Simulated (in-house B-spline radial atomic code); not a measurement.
Orbital energies and mean radii along the 15-electron series, configuration [Ne] 3s2 3p3. The effective charge is n√(-2ε), a non-relativistic measure. Computed with a radial B-spline atomic code at the basis-set limit: non-relativistic Hartree-Fock, average of the configuration, point nuclei.

This level leaves out relativity, spin-orbit splitting included, which matters for heavy ions.

```tsv
ion	Z	energy of 2p (Eh)	mean radius of 2p (bohr)	energy of 2s (Eh)	mean radius of 2s (bohr)	effective charge of 2p
Se19+	34	-81.755	0.17049	-88.028	0.19679	25.574
Br20+	35	?	?	?	?	?
Kr21+	36	-95.079	0.1596	-101.79	0.1847	27.58
Rb22+	37	-102.12	0.15466	-109.05	0.1792	28.582
Sr23+	38	-109.41	0.15002	-116.56	0.17401	29.585
Zr25+	40	-124.73	0.14153	-132.33	0.16449	31.589
Nb26+	41	-132.77	0.13763	-140.59	0.16011	32.591
Mo27+	42	?	?	?	?	?
Tc28+	43	-149.6	0.13045	-157.87	0.15201	34.595
Ru29+	44	?	?	?	?	?
Rh30+	45	-167.43	0.12398	-176.14	0.14469	36.599
Pd31+	46	-176.72	0.12098	-185.65	0.14129	37.6
Ag32+	47	-186.26	0.11812	-195.41	0.13804	38.602
Cd33+	48	-196.05	0.11539	-205.43	0.13494	39.603
In34+	49	-206.09	0.11279	-215.69	0.13198	40.605
Sn35+	50	-216.38	0.1103	-226.2	0.12914	41.606
Sb36+	51	-226.92	0.10792	-236.96	0.12642	42.608
```

**Question.** Fill in the row of Br20+.

**Answer.** energy of 2p (Eh): -88.292; mean radius of 2p (bohr): 0.16487; energy of 2s (Eh): -94.786; mean radius of 2s (bohr): 0.19055; effective charge of 2p: 26.577.

**Question.** Fill in the row of Mo27+.

**Answer.** energy of 2p (Eh): -141.06; mean radius of 2p (bohr): 0.13394; energy of 2s (Eh): -149.11; mean radius of 2s (bohr): 0.15595; effective charge of 2p: 33.593.

**Question.** Fill in the row of Ru29+.

**Answer.** energy of 2p (Eh): -158.39; mean radius of 2p (bohr): 0.12713; energy of 2s (Eh): -166.88; mean radius of 2s (bohr): 0.14826; effective charge of 2p: 35.597.

**Question.** How does the screening of 2p change?

**Answer.** Z less the effective charge goes from 8.43 at Z = 34 to 8.39 at Z = 51.
